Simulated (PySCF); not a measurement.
Zn(Br)(OH) (BrHOZn), SMILES [Zn]([Br])[OH]. The structure is a stationary point at B3LYP-D3(BJ)/def2-TZVP. One conformer was computed; it need not be the lowest.

Give the equilibrium geometry at B3LYP-D3(BJ)/def2-TZVP (PySCF confirms it by a frequency run) as a Z-matrix, and its point group. (An estimate is asked for; the answer gives what the named calculation found.)

Several could match; the one computed here: point group Cs.
```
Zn
O 1 1.7803
H 2 0.9621 1 115.27
Br 1 2.2367 3 162.50 2 180.00
```
